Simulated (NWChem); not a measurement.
# BeH2; SMILES [BeH2]

```xyz
3

Be     0.0000     0.0000     0.0000
H      0.0000     0.0000     1.3390
H      0.0000     0.0000    -1.3390
```
Atoms are numbered in this order, from 1.

Computed with NWChem. Structure relaxed at the PBE0/def2-SVP level. GIAO values for the isolated, static molecule; σ is the absolute isotropic shielding.

| level | basis functions | σ Be1 (ppm) | σ H2 (ppm) |
|---|---|---|---|
| Hartree-Fock/cc-pVDZ | 24 | 94.3 | 27.98 |
| Hartree-Fock/cc-pVTZ | 58 | 88.7 | 28.27 |
| Hartree-Fock/pcSseg-1 | 22 | 89.8 | 28.12 |
| Hartree-Fock/pcSseg-2 | 49 | 87.6 | 28.26 |
